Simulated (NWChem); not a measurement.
System: SF3, doublet; SMILES F[S](F)F

Results from NWChem. Pople sets run with spherical d functions. Spin-unrestricted. The geometry was optimised at PBE0/def2-SVP, spin-unrestricted. No stability test was run on the SCF state. Level: M05-2X/6-31G* with COSMO at NWChem's default radii, gas-phase geometry; rows give the dielectric constant. Reactions with the solvent are ignored.

```csv
dielectric constant,electrostatic solvation energy (kcal/mol),dipole in solution (D)
2.0,-1.7,1.02
3.9,-2.5,1.08
4.8,-2.7,1.09
46.7,-3.4,1.13
78.4,-3.5,1.13
```
